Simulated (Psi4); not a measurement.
F4Ti (SMILES [F][Ti]([F])([F])[F]), singlet, geometry from GFN2-xTB (such geometries of metal compounds can be far from the true shape).

Psi4 was given this input:
```
memory 2 GB

molecule mol {
0 1
  Ti   -0.000000    0.000000   -0.000000
  F     1.096059    0.788255   -1.020066
  F     0.839422   -1.055730    1.021778
  F    -1.106691   -0.877685   -0.931735
  F    -0.828790    1.145160    0.930023
}

set basis def2-svpd
set reference rks

energy('wb97x-v')
print_variables()
```

### Question
Estimate the dipole moment that WB97X-V/def2-SVPD in Psi4 returns for this input.

### Answer
0.00 D

### Question
What number of basis functions does WB97X-V/def2-SVPD give?

### Answer
126

### Question
Estimate the nuclear repulsion energy that WB97X-V/def2-SVPD returns for this input.

### Answer
340.7576 Eh

### Question
What total energy does WB97X-V/def2-SVPD give?

### Answer
-1248.4804 Eh

### Question
Roughly what does it cost on one core?

### Answer
very roughly 50 core-seconds.
